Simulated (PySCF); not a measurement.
Spectrum to structure. Computed with TDDFT wB97X-D/def2-SVPD, vertical, gas phase, core orbitals frozen in the response (PySCF). Geometries: GFN2-xTB, one conformer each.

```
state  E (eV)  λ (nm)       f
   S1    4.70   264.0  0.0073
   S2    5.45   227.3  0.0019
   S3    5.63   220.0  0.0033
   S4    6.01   206.2  0.0015
   S5    6.22   199.3   0.126
   S6    6.26   198.1   0.069
   S7    6.36   194.9   0.119
   S8    6.55   189.2   0.037
```

Question: Which structure fits?
A. `O=CO[SiH]1[SiH2][SiH2][SiH2]1`
B. `CO[SiH2]/C=C/C=C\Cl`
C. `F/C=C/C=C1/CO[SiH2]1`
D. `CCO[SiH]1C[SiH2]C1`
E. `[SiH3]C[C@H]1CC[SiH2]O1`

Answer: A. Its S1, at 4.70 eV, is the lowest among the candidates; the nearest of the others has S1 at 5.23 eV. S1 is HOMO→LUMO (96%). Löwdin shares by element: HOMO silicon 80% (atoms not listed hold the other 20%); LUMO silicon 72% (atoms not listed hold the other 28%). At the same level the other candidates give, for their lowest levels:
- `[SiH3]C[C@H]1CC[SiH2]O1`: 7.29 eV (f 0.006); 7.81 eV (f 0.027); 7.85 eV (f 0.039); 8.22 eV (f 0.019); 8.30 eV (f 0.047); T1 7.05 eV; HOMO -9.81, LUMO 1.99 eV
- `F/C=C/C=C1/CO[SiH2]1`: 5.50 eV (f 0.769); 5.76 eV (f 0.001); 6.13 eV (f 0.001); 6.59 eV (f 0.054); 6.64 eV (f 0.001); T1 3.12 eV; HOMO -8.50, LUMO 0.50 eV
- `CO[SiH2]/C=C/C=C\Cl`: 5.23 eV (f 0.783); 6.20 eV (f 0.003); 6.57 eV (f 0.004); 6.77 eV (f 0.020); 6.90 eV (f 0.002); T1 3.02 eV; HOMO -8.58, LUMO 0.22 eV
- `CCO[SiH]1C[SiH2]C1`: 6.77 eV (f 0.010); 7.10 eV (f 0.000); 7.32 eV (f 0.057); 7.47 eV (f 0.044); 7.57 eV (f 0.005); T1 6.55 eV; HOMO -9.40, LUMO 1.84 eV

Shape of the structure used: `[O:1]=[CH:2][O:3][SiH:4]1[SiH2:5][SiH2:6][SiH2:7]1`: O1–C2–O3–Si4 0°, C2–O3–Si4–Si5 48°.
Triplets come from the Tamm–Dancoff approximation.
